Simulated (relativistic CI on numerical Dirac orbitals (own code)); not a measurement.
## Ti2+ (3d2) in a crystal field

Calculated by Dirac-Coulomb-Breit CI, separate exchange-only KLI orbitals for each configuration, model QED, valence Slater integrals scaled by 0.65, one configuration in a parametric crystal field (own radial code).

Field parameters in Wybourne normalisation: D4h B²₀ = −7Ds, B⁴₀ = 21(Dq − Dt), B⁴₄ = 21√(5/14) Dq. The field is a parameter set, without covalency.

S is read from ⟨S²⟩ = S(S + 1).

Levels (cm⁻¹, degeneracy): 0 (1), 3 (1), 71 (2), 135 (1), 149 (1), 986 (2), 990 (1), 7715 (2), 7743 (1), 7888 (1), 8065 (2), 8122 (1).

Task: Which field gives this pattern?
A. D4h, 10Dq = 8850, Ds = -270, Dt = 50 cm⁻¹
B. D4h, 10Dq = 8850, Ds = 1770, Dt = 50 cm⁻¹
C. D4h, 10Dq = 8850, Ds = -680, Dt = 50 cm⁻¹
D. D4h, 10Dq = 8850, Ds = 3000, Dt = 50 cm⁻¹

Result: A. D4h, 10Dq = 8850, Ds = -270, Dt = 50 cm⁻¹, ground level with S = 1.00.
